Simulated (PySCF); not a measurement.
naphthalene (C₁₀H₈), SMILES c1ccc2ccccc2c1. Geometry optimised at PBE-D3(BJ)/def2-SVP.

Computed equilibrium geometry at PBE-D3(BJ)/def2-SVP (PySCF confirms it by a frequency run) as Cartesian coordinates in Å, and its point group:
point group D2h.
```xyz
18

C      0.0000    -2.4470    -0.7109
C      0.0000    -2.4470     0.7109
C      0.0000    -1.2494     1.4100
C      0.0000     0.0000     0.7221
C      0.0000     1.2494     1.4100
C      0.0000     2.4470     0.7109
C      0.0000     2.4470    -0.7109
C      0.0000     1.2494    -1.4100
C      0.0000     0.0000    -0.7221
C      0.0000    -1.2494    -1.4100
H      0.0000    -3.4034    -1.2555
H      0.0000    -3.4034     1.2555
H      0.0000    -1.2458     2.5114
H      0.0000     1.2458     2.5114
H      0.0000     3.4034     1.2555
H      0.0000     3.4034    -1.2555
H      0.0000     1.2458    -2.5114
H      0.0000    -1.2458    -2.5114
```
